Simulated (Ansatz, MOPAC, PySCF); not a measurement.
Noncovalent pair: HF (SMILES F) (first 2 atoms) with HI (SMILES I); geometry from B3LYP-D3(BJ)/def2-TZVP.
(charge 0, multiplicity 1):
```xyz
4

F      0.55178     0.61912    -0.26114
H      0.28287    -0.21342    -0.56465
I     -0.13775     0.20986     3.41961
H      0.27300     0.73098     1.94364
```

Interaction energies are E(AB) − E(A) − E(B) at the monomers' geometry in the complex; basis-set methods are counterpoise corrected.

Correlated levels freeze the cores. Filled d and f shells under p-block atoms count as core. CBS(a, b) extrapolates the correlation energy as X⁻³ and adds the Hartree–Fock energy of set b. The state reached by AM1 isn't checked.

Run with Ansatz (Gaussian orbitals); MOPAC for AM1 (differences of heats of formation); PySCF for the dispersion terms.  In def2 rows elements past Kr take small-core potentials, without spin–orbit coupling.

```csv
level,interaction energy (meV)
AM1,-44.7
HF/def2-QZVPPD,-17.5
r2SCAN-D4/def2-TZVPPD,-78.7
PBE0-D3(BJ)/def2-TZVPPD,-78.8
BHLYP-D3(BJ)/def2-TZVPPD,-76.2
CAM-B3LYP-D4/def2-TZVPPD,-78.6
"MP2/CBS(def2-TZVPPD, def2-QZVPPD)",-70.6
CCSD(T)/def2-TZVPPD,-52.3
"CCSD(T)/CBS(def2-TZVPPD, def2-QZVPPD)",?
```

Problem. Complete the blanks.

Solution. 
- CCSD(T)/CBS(def2-TZVPPD, def2-QZVPPD), interaction energy (meV): -67.4

Ansatz is a program for electronic structure.
